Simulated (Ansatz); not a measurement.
**Redistribution: SiH3Cl + C2H10OSi2 → SiH3(OH) + C2H9ClSi2**

Gas-phase species: SiH3Cl (chlorosilane) `[SiH3]Cl`, singlet; C2H10OSi2 `C[SiH2]C[SiH2]O`, singlet; SiH3(OH) (silanol), singlet; C2H9ClSi2 `C[SiH2]C[SiH2]Cl`, singlet. The partners trade Cl for OH; both sit on Si, so the bond types are kept.

Shapes, held fixed at every level: PBE0-D4/def2-TZVP. Flexible molecules stand in one conformer, not always the lowest. Programs: Ansatz 0.2.0. Electronic energies: no zero-point or thermal term.

**Question.** Estimate ΔE of this reaction.

**Answer.** The highest level, CCSD(T)/CBS estimate, gives ΔE = -2.6 kJ/mol; the levels span -3.7 to -2.2. That is about zero within the method's error. The column of differences is taken from that level and isn't an error. No measured value is set beside it here. The CBS estimate extrapolates MP2 from def2-TZVPP and def2-QZVPP and adds CCSD(T) − MP2 in the triple-zeta set, cores frozen.

```
               level                    kind  ΔE (kJ/mol)  less CCSD(T)/CBS estimate
r2SCAN-D4/def2-TZVPP                meta-GGA         -2.4                       +0.2
  PBE0-D4/def2-TZVPP           global hybrid         -2.4                       +0.2
  wB97X-V/def2-TZVPP  range-separated hybrid         -2.2                       +0.4
   B2PLYP/def2-TZVPP           double hybrid         -3.3                       -0.7
      MP2/def2-TZVPP     perturbation theory         -3.7                       -1.1
  CCSD(T)/def2-TZVPP   coupled cluster or CI         -2.5                       +0.1
CCSD(T)/CBS estimate   coupled cluster or CI         -2.6                        0.0
```
